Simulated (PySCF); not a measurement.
Job for PySCF: R-M06-2X/6-31G* on C2H4FN (a complex).

```python
from pyscf import gto, scf, dft, mp
from pyscf.data.elements import chemcore

mol = gto.M(
    atom='''
    F     0.48255518   -0.31717282   -0.34942402
    H     0.35994762   -0.18489023    0.57557568
    C    -0.20969189    0.42775574    4.86402029
    C    -0.02030669    0.22427232    3.43915778
    N     0.12916952    0.06362573    2.31424087
    H    -1.22221563    0.14162215    5.14890445
    H     0.50163771   -0.17950037    5.42391911
    H    -0.05395055    1.47740773    5.11344393
    ''',
    basis='6-31g*',
    cart=True,
    charge=0, spin=0, verbose=3, max_memory=1800)
mf = dft.RKS(mol, xc='m062x')
mf.conv_tol = 1e-8
mf.max_cycle = 100
mf.kernel()
if not mf.converged:
    mf = mf.newton().run(mf.mo_coeff, mf.mo_occ)
```

Q: Predict the final total energy.

A: -233.0907 hartree.
